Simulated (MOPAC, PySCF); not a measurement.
C4H4, SMILES `C#CC=C`, neutral singlet in the gas phase. 

Cartesian coordinates (Å):
```xyz
8

C      2.0692    -0.4127    -0.1285
C      0.9600     0.0058     0.0330
C     -0.3476     0.5307     0.2383
C     -1.4631    -0.1046    -0.0954
H      3.0515    -0.7907    -0.2749
H     -0.3995     1.5116     0.6977
H     -1.4402    -1.0834    -0.5547
H     -2.4303     0.3433     0.0845
```
Charge 0, multiplicity 1.

All levels are single points at this geometry (CAM-B3LYP-D3(BJ)/def2-TZVP); Pople sets use spherical d functions. Orbital energies aren't observables, and empty levels follow the basis.

```tsv
level	HOMO (eV)	LUMO (eV)	gap (eV)	dipole (D)	vertical IE, Delta-SCF (eV)
CAM-B3LYP-D3(BJ)/def2-TZVP in PySCF	-8.49	0.19	8.68	0.44	9.47
PBE-D3(BJ)/def2-TZVP in PySCF	-6.18	-1.88	4.30	0.39	9.38
TPSSh-D3(BJ)/def2-TZVP in PySCF	-6.58	-1.32	5.26	0.41	9.28
B3LYP/3-21G in PySCF	-6.75	-0.57	6.19	0.37	–
B3LYP/6-311+G** in PySCF	-7.04	-1.22	5.82	0.43	–
B3LYP/6-31G* in PySCF	-6.61	-0.60	6.01	0.33	9.15
BP86/6-31G* in PySCF	-5.88	-1.50	4.38	0.31	–
M06-2X/6-31G* in PySCF	-8.08	0.47	8.54	0.35	–
PBE/6-31G* in PySCF	-5.79	-1.40	4.38	0.31	9.14
SVWN5/6-31G* in PySCF	-5.94	-1.59	4.34	0.31	9.38
HF/6-31G* in PySCF	-9.23	3.49	12.72	0.45	–
PM3 in MOPAC	-9.95	0.43	10.38	0.14	–
PM6 in MOPAC	-10.10	0.29	10.39	0.46	–
```
